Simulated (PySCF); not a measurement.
**Atomic charges by several schemes**

Compound: PhCF2CH3, C₈H₈F₂.
Numbering: `[CH3:1][C:2]([F:3])([F:4])[c:5]1[cH:6][cH:7][cH:8][cH:9][cH:10]1` (hydrogens: H11, H12, H13 on C1; H14 on C6; H15 on C7; H16 on C8; H17 on C9; H18 on C10)

Geometry (GFN2-xTB, Å), atoms numbered from 1 in this order:
```xyz
18
C8H8F2 angstrom
C      2.4690   -0.2462    0.5080
C      1.5875    0.3311   -0.5903
F      1.9152   -0.2536   -1.7839
F      1.8954    1.6534   -0.7656
C      0.1134    0.1648   -0.3069
C     -0.5695    1.1408    0.4056
C     -1.9115    0.9689    0.6949
C     -2.5719   -0.1747    0.2789
C     -1.8902   -1.1464   -0.4342
C     -0.5482   -0.9808   -0.7270
H      3.5134   -0.0942    0.2456
H      2.2698   -1.3091    0.6088
H      2.2518    0.2570    1.4457
H     -0.0519    2.0353    0.7181
H     -2.4427    1.7316    1.2442
H     -3.6195   -0.3062    0.5054
H     -2.4047   -2.0353   -0.7667
H     -0.0143   -1.7301   -1.2923
```

Density: PBE0/pcSseg-1 (PySCF); schemes: Mulliken, IAO, Hirshfeld and ESP-fitted. Isolated species at its GFN2-xTB geometry (one conformer only).

**Question.** Tabulate the Mulliken, IAO, Hirshfeld and ESP-fitted charges.

**Answer.** In e:

| atom | environment | Mulliken | IAO | Hirshfeld | ESP-fitted |
| --- | --- | --- | --- | --- | --- |
| C1 | methyl carbon | -0.234 | -0.449 | -0.136 | -0.552 |
| C2 | CF2 carbon | +0.586 | +0.574 | +0.189 | +0.607 |
| F3 | fluorine of a CF2 group | -0.303 | -0.310 | -0.101 | -0.256 |
| F4 | fluorine of a CF2 group | -0.303 | -0.310 | -0.101 | -0.256 |
| C5 | substituted aromatic carbon | -0.396 | -0.038 | -0.022 | -0.018 |
| C6 | aromatic CH carbon | +0.019 | -0.151 | -0.050 | -0.165 |
| C7 | aromatic CH carbon | -0.074 | -0.147 | -0.045 | -0.136 |
| C8 | aromatic CH carbon | -0.068 | -0.148 | -0.044 | -0.141 |
| C9 | aromatic CH carbon | -0.074 | -0.147 | -0.045 | -0.132 |
| C10 | aromatic CH carbon | +0.019 | -0.151 | -0.050 | -0.167 |
| H11 | methyl hydrogen | +0.136 | +0.162 | +0.050 | +0.172 |
| H12 | methyl hydrogen | +0.129 | +0.161 | +0.050 | +0.157 |
| H13 | methyl hydrogen | +0.129 | +0.161 | +0.050 | +0.158 |
| H14 | aromatic hydrogen | +0.076 | +0.162 | +0.047 | +0.149 |
| H15 | aromatic hydrogen | +0.095 | +0.156 | +0.053 | +0.144 |
| H16 | aromatic hydrogen | +0.093 | +0.156 | +0.053 | +0.143 |
| H17 | aromatic hydrogen | +0.095 | +0.156 | +0.053 | +0.142 |
| H18 | aromatic hydrogen | +0.076 | +0.162 | +0.048 | +0.150 |

Mean size of the charges over all atoms: IAO 0.206 e, ESP-fitted 0.203 e, Mulliken 0.161 e, Hirshfeld 0.066 e. Each set sums to the total charge, 0, to within 0.001 e. The ESP scheme fits charges at the nuclei, held to the total charge, to the electrostatic potential on points at 1.4 to 2.0 times the van der Waals radii.

Lowest charge. The schemes don't all agree: Mulliken C5 (-0.396); IAO C1 (-0.449); Hirshfeld C1 (-0.136); ESP-fitted C1 (-0.552).

Highest charge. All schemes agree: Mulliken C2 (+0.586); IAO C2 (+0.574); Hirshfeld C2 (+0.189); ESP-fitted C2 (+0.607).

**Question.** Sum the charges by element.

**Answer.** 
| element | atoms | Mulliken | IAO | Hirshfeld | ESP-fitted |
| --- | --- | --- | --- | --- | --- |
| C | 8 | -0.223 | -0.657 | -0.202 | -0.704 |
| F | 2 | -0.605 | -0.620 | -0.202 | -0.512 |
| H | 8 | +0.829 | +1.277 | +0.404 | +1.216 |

**Question.** How closely do the schemes follow one another over all atoms?

**Answer.** Correlation coefficient and root-mean-square difference: IAO with Hirshfeld 1.00, 0.163 e; IAO with ESP-fitted 0.99, 0.033 e; Hirshfeld with ESP-fitted 0.99, 0.172 e; Mulliken with Hirshfeld 0.87, 0.154 e; Mulliken with IAO 0.86, 0.124 e; Mulliken with ESP-fitted 0.83, 0.140 e.
